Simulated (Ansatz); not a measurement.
Geometry optimisation, RKS BLYP-D4/def2-SVP (Ansatz).

Input:

```yaml
crystal:
  periodic: [false, false, false]
  atoms:
    - { symbol: B, position_ang: [-0.094518, -0.239996, -0.401992] }
    - { symbol: F, position_ang: [0.113066, -0.383519, 2.108942] }
    - { symbol: F, position_ang: [0.965792, 0.56475, -0.500644] }
    - { symbol: F, position_ang: [-1.315372, 0.303316, -0.495102] }
    - { symbol: O, position_ang: [0.079729, -1.607953, -0.293461] }
    - { symbol: Al, position_ang: [-0.867015, -3.067425, -0.372902] }
    - { symbol: H, position_ang: [-0.428202, -4.174859, 0.676306] }
    - { symbol: H, position_ang: [-1.977597, -3.210353, -1.498127] }
    - { symbol: H, position_ang: [0.692819, -1.020661, 1.745081] }
basis:
  gaussian: { orbitals: def2-SVP }
hamiltonian:
  xc: blyp
  dispersion: d4
relax:
  f_tol: 0.03
  max_steps: 50
```

Command:

```bash
$ ansatz run input.yaml --threads 2 --pin off --max-ram 3072MiB --backend cpu --events-out ev --progress --plain --runs-dir out
```

Where does it end, and by what steps?

The forces met the threshold. After 46 steps the energy has fallen by 1.098 eV; F2 moved furthest, 2.15 Å. Parted: F2–H9 (0.94 → 2.04 Å). Joined: F2–Al6 (3.78 → 1.72 Å), O5–H9 (2.21 → 0.99 Å).

```csv
step,energy less start (eV),largest force component (eV/Å),accepted
0,0.0000,0.882,yes
2,-0.0032,1.011,no
4,-0.0383,0.333,yes
6,-0.0479,0.097,yes
8,-0.0492,0.101,yes
10,-0.0502,0.102,yes
12,-0.0515,0.413,yes
14,-0.0762,0.534,yes
16,-0.2200,0.878,yes
18,-0.4565,0.441,yes
20,-0.5710,0.456,yes
22,-0.5705,1.117,no
24,-0.6294,0.387,yes
26,-0.6861,0.159,yes
28,-0.7273,0.186,yes
30,-0.7339,0.324,yes
32,-0.7437,0.173,yes
34,-0.7674,0.817,yes
36,-0.8561,0.860,yes
38,-1.0185,1.304,yes
40,-1.0293,0.462,no
42,-1.0745,0.503,no
44,-1.0966,0.102,yes
46,-1.0981,0.012,yes
```

```xyz
9
Properties=species:S:1:pos:R:3
B 0.130 -0.009 -0.760
F -0.351 -2.479 2.177
F 0.720 1.130 -0.427
F -0.231 -0.258 -2.005
O -0.124 -0.969 0.201
Al -0.853 -2.883 0.577
H 0.144 -3.820 -0.232
H -2.413 -2.755 0.301
H 0.146 -0.793 1.135
```

Time of the run: 92 s on 2 threads of Arm Neoverse V2, with other jobs on the host, peak memory 0.15 GiB.
